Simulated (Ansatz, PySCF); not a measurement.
H₄N₂O₂W, multiplicity 1. Atoms are numbered in the order given.

```xyz
9

W      0.0000     0.0000    -0.0532
O      0.0000     1.4454    -0.9925
O      0.0000    -1.4454    -0.9925
N      1.6208     0.0000     1.0373
H      2.1229     0.8378     1.3233
H      2.1229    -0.8378     1.3233
N     -1.6208     0.0000     1.0373
H     -2.1229     0.8378     1.3233
H     -2.1229    -0.8378     1.3233
```

Geometry: r2SCAN-D4/def2-SVP. The multiplicity is an assumed one; no other spin state was optimised. The structure was generated by enumeration; whether it is a known compound was not checked. The def2 effective core potentials stand for the cores of W; spin–orbit coupling is left out. One conformer was computed; it need not be the lowest.

Vertical ionisation energy (IE) and electron affinity (EA) in eV. Rows of orbital energies are one-electron estimates. Where ΔSCF, EOM or ADC give a negative EA the extra electron is unbound and the value depends on the basis.

```tsv
level	IE	EA
−ε(HOMO), −ε(LUMO), HF/def2-TZVP (PySCF)	11.28	-2.14
−ε(HOMO), −ε(LUMO), PBE/def2-TZVP (PySCF)	6.41	2.16
ΔSCF, PBE0/def2-SVPD (Ansatz), final states of multiplicity 2 and 2	9.85	-0.45
ΔSCF, PBE/def2-SVPD (Ansatz), final states of multiplicity 2 and 2	?	?
```

Problem. Some entries are withheld; supply them. (An estimate is asked for; the answer gives what the named calculation found.)

Solution. 
- ΔSCF, PBE/def2-SVPD (Ansatz, a first-principles code), final states of multiplicity 2 and 2, IE: 9.54
- ΔSCF, PBE/def2-SVPD (Ansatz), final states of multiplicity 2 and 2, EA: -0.56

Problem. What vertical singlet–triplet gap does ΔSCF give with PBE0/def2-SVPD (Ansatz) and with PBE/def2-SVPD (Ansatz)? (The exact figures need the calculation; the answer reports its results.)

Solution. 4.49 and 4.38 eV (triplet above singlet where positive).
